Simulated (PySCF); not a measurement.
Compound: acrolein dimethyl acetal, C₅H₁₀O₂.
Numbering: `[CH2:1]=[CH:2][CH:3]([O:4][CH3:5])[O:6][CH3:7]` (hydrogens: H8, H9 on C1; H10 on C2; H11 on C3; H12, H13, H14 on C5; H15, H16, H17 on C7)

The closed-shell SCF was solved with PySCF and density fitting under several settings on one GFN2-xTB geometry (grid level 2 and gas phase unless stated).

```
                                              settings  basis functions  SCF cycles     E (Eh)  HOMO (eV)  LUMO (eV)  dipole (D)
                                         PBE0/pcSseg-1              169          14  -346.5038      -7.53       0.10        1.85
                                        PBE0/def2-SVPD              226          14  -346.3106      -7.64      -0.04        1.76
OLYP/pcseg-1, IEF-PCM acetonitrile, level shift 0.1 Eh              148          10  -346.7421      -5.86      -0.75        2.37
                                      mPW1PW91/pcseg-1              148          14  -346.7877      -7.60       0.07        1.92
                                          KT3/def2-SVP              148          16  -351.8283      -6.01      -0.78        1.56
                                         WP04/6-311G**              186          15  -355.0445      -8.56      -1.91        1.86
  PBE0/def2-SVPD, start guess atom, level shift 0.3 Eh              226          13  -346.3106      -7.64      -0.04        1.76
```

**Question.** Estimate the rows for these settings: (1) BLYP/6-31++G**, IEF-PCM acetone; (2) B97-D/STO-3G, grid level 3, energy threshold 1e-06 Eh.

**Answer.** 
```json
{"settings": "BLYP/6-31++G**, IEF-PCM acetone", "basis functions": "186", "SCF cycles": "15", "E (Eh)": "-346.8298", "HOMO (eV)": "-5.93", "LUMO (eV)": "-0.90", "dipole (D)": "2.50"}
{"settings": "B97-D/STO-3G, grid level 3, energy threshold 1e-06 Eh", "basis functions": "45", "SCF cycles": "8", "E (Eh)": "-342.3241", "HOMO (eV)": "-2.44", "LUMO (eV)": "1.97", "dipole (D)": "1.34"}
```

**Question.** Over all rows, what range does the HOMO–LUMO gap span?

**Answer.** From 4.41 eV (B97-D/STO-3G, grid level 3, energy threshold 1e-06 Eh) to 7.67 eV (mPW1PW91/pcseg-1). The functional of the narrowest has no exact exchange, that of the widest 25 % exact exchange.

**Question.** And the dipole moment?

**Answer.** From 1.34 D (B97-D/STO-3G, grid level 3, energy threshold 1e-06 Eh) to 2.50 D (BLYP/6-31++G**, IEF-PCM acetone); the largest is 1.87 times the smallest, and the median is 1.85 D.

**Question.** Compare two rows with the functional PBE0: PBE0/pcSseg-1 and PBE0/def2-SVPD, start guess atom, level shift 0.3 Eh. Which energy is lower, and by how much?

**Answer.** PBE0/pcSseg-1 (169 functions) lies 0.1932 Eh or 121 kcal/mol below PBE0/def2-SVPD, start guess atom, level shift 0.3 Eh (226 functions). The smaller set gives the lower energy; the two sets aren't nested, so the variational bound doesn't order them by size.

B97-D ran without the empirical dispersion term, which would shift the total energy alone. Cycle counts include a coarse-grid stage where the run had one. All basis functions are spherical, in the Pople sets too. KT3 and WP04 were designed for NMR shieldings or shifts; total energies of different functionals aren't comparable. The structure is a single GFN2-xTB conformer; no vibrational corrections.

Conformer computed: `[CH2:1]=[CH:2][CH:3]([O:4][CH3:5])[O:6][CH3:7]`: C1–C2–C3–O4 107°, C2–C3–O4–C5 -73°, C2–C3–O6–C7 175°.
